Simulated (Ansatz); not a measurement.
Basis sets compared for B₆P₆. Total charge 0; singlet. Geometry PBE-D4/def2-SVP. Ansatz on 4 threads of Arm Neoverse V1 on a shared host; times are rough, and most runs start from earlier orbitals.

```xyz
12

B    -0.704    0.402    1.928
B     1.013   -0.565   -0.025
B    -0.975   -0.114   -0.584
B     0.371    1.060   -0.519
B     0.454    0.060   -1.704
B    -0.347   -1.509   -1.183
P     1.173    0.054    1.868
P     0.644    2.157    1.037
P     1.426   -2.297   -0.743
P    -2.249    0.167    0.803
P     0.699   -1.513   -2.785
P    -1.504    2.100    1.907
```

The structure comes from a short search, and lower isomers may exist.

Binding counts from free atoms (B doublet, P quartet) in the same basis, without a counterpoise term.

```tsv
level	functions	energy (Eh)	HOMO (eV)	LUMO (eV)	binding per atom (eV)	wall time
HF/STO-3G	84	-2167.6179	-4.72	4.60	3.43	0.8 s
HF/6-31G	132	-2191.9773	-8.55	-0.38	1.65	2 s
PBE-D4/def2-SVP	192	-2195.3706	-5.63	-3.85	4.43	4.3 s
PBE0-D4/def2-SVP	192	-2195.5463	-6.58	-3.21	4.27	6.5 s
```

Estimate the rows for HF/def2-TZVP, PBE-D4/def2-TZVP, PBE0-D4/def2-TZVP (with forces).


| level | functions | energy (Eh) | HOMO (eV) | LUMO (eV) | binding per atom (eV) | wall time |
| --- | --- | --- | --- | --- | --- | --- |
| HF/def2-TZVP | 408 | -2192.5061 | -8.29 | 0.00 | 2.39 | 23 s |
| PBE-D4/def2-TZVP | 408 | -2196.2245 | -5.58 | -3.83 | 4.41 | 13 s |
| PBE0-D4/def2-TZVP (with forces) | 408 | -2196.3954 | -6.46 | -3.14 | 4.25 | 46 s |
